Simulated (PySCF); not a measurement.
Species: C2H7FOSi2.
Numbering: `[F:1][Si@H:2]1[CH2:3][CH2:4][SiH2:5][O:6]1`

Definitions: NICS(0) = −σiso at the ring centroid; NICS(1) = −σiso and NICS(1)zz = −σzz at ±1 Å along the ring normal z. Level: GIAO PBE0/pcSseg-1 (PySCF, non-relativistic, gas phase) on the GFN2-xTB geometry, one conformer.

Ring bond lengths (Å), with Mayer bond orders in brackets: Si2–C3 1.901 (0.89), C3–C4 1.542 (1.01), C4–Si5 1.912 (0.91), Si5–O6 1.645 (0.91), O6–Si2 1.623 (0.98).

Q: Give the NICS values of each ring in ppm.

A: 
| ring | type | NICS(0) | NICS(1), two faces | NICS(1)zz, two faces | rms pucker (Å) | centre to ring atoms, mean (Å) |
| --- | --- | --- | --- | --- | --- | --- |
| Si2–C3–C4–Si5–O6 | 5-membered ring with O and 2 Si; formal bonds all single | -5.0 | -3.2 / -2.8 | -3.4 / -2.0 | 0.12 | 1.46 |

Q: What do they say, and how far can they be read as aromaticity?

A: 
- Si2–C3–C4–Si5–O6: mean NICS(1)zz -2.7 ppm, near zero. Si2, C3, C4, Si5 have four or more neighbours, and the NICS criterion for π rings isn't applied.

Q: What field does 14.1 T along the ring normal induce along that normal at the first NICS(1) probe listed for ring Si2–C3–C4–Si5–O6, 1 Å off the ring?

A: NICSzz × B0 = -3.4 ppm × 14.1 T = -48 μT, against the applied field.

Q: What are the shieldings of the ring atoms and their hydrogens in the same run (means over atoms taken as equivalent)?

A: 
| atoms | environment | σ isotropic (ppm) | principal values of the symmetric part, first atom (ppm) |
| --- | --- | --- | --- |
| Si2 | fluorine-bound silicon | 348.4 | 316.7, 344.3, 384.2 |
| C3 | sp3 carbon bound to silicon | 176.6 | 169.3, 176.7, 183.8 |
| C4 | sp3 carbon bound to silicon | 179.6 | 163.4, 180.2, 195.2 |
| Si5 | oxygen-bound silicon | 353.6 | 302.8, 349.8, 408.2 |
| O6 | siloxane oxygen | 254.3 | 153.8, 287.3, 321.7 |
| H on Si2 | Si–H hydrogen | 26.69 | 23.0, 23.7, 33.3 |
| H on C3 | methylene hydrogen | 31.12 | 25.9, 28.7, 38.7 |
| H on C3 | methylene hydrogen | 30.47 | 25.6, 27.9, 37.9 |
| H on C4 | methylene hydrogen | 30.64 | 25.3, 28.0, 38.6 |
| H on C4 | methylene hydrogen | 30.50 | 25.5, 27.9, 38.1 |
| H on Si5 | Si–H hydrogen | 26.71 | 23.0, 24.3, 32.8 |
| H on Si5 | Si–H hydrogen | 26.49 | 23.0, 24.2, 32.2 |
